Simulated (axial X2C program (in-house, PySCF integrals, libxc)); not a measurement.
Density and ELF of BiC⁺

Calculated with an in-house all-electron X2C program for linear molecules (integrals from PySCF). Spin-free means the one-electron spin-free X2C Hamiltonian. Basis: Bi dyall-cv3z [12s14p10d6f1g], C dyall-v3z [7s6p2d1f] (cores contracted in-house); Gaussian nuclei, density fitting, unrestricted open shells. Masses: Bi 208.980 u, C 12.000 u.

PBE0, spin-free, state M_S = 1, Λ = 1 (beyond evenly filled blocks: σα, π+α, π+β, π-α); Bi at z = 0, C at z = 2.102 Å.

The maps cover the half plane through the axis: z from -2.4 to 4.5 Å along the bond, ρ from 0.15 to 2.25 Å away from it (steps of 0.3 Å, the bottom row nearest the axis).

log10 of the density in e/bohr³:

digits 0 to 9 span -5.56 to 1.95 evenly
```
111223333333332222211000
112233334433333333221100
122334444444444433322110
223344555554444444332211
233445555555555554433221
233455666665555655443321
234456678766566665544321
234456789876666866544321
```

Electron localisation function (collinear form, no current term, damped to 0 at low density):

digits 0 to 9 span 0.00 to 1.00 evenly
```
000000111111000000000000
000012333322111110000000
000134554433233332100000
001355554433345665320000
002455433333467777641000
013554344432578888863100
024654465642587479875100
025654634362580918986200
```

Axial spin density in 10⁻³ e/bohr³:

digits 0 to 9 span -10.22 to 10.22 evenly, values beyond are clipped
```
554444444444555555555555
554444444445555555555555
555544444445555555555555
555554433345667776555555
555555432346899999755555
555566643358999999965555
555689753649999999986555
555799590939999999996555
```

Occupations by symmetry block were frozen at the best pattern of an incomplete PBE0 search. PBE0 can misorder states that lie within some tenths of an eV, so this need not be the ground state of the molecule. The nearest other spin-free determinant of the search, M_S = 1, Λ = 0, lies 0.25 eV up at the distance of the search. The functionals have no current-density term, which raises determinants with orbital currents, atoms included. The determinant is spin-polarised beyond a pure state at some levels (its spin-free form has ⟨S²⟩ too high), which makes Re and μ there less reliable.
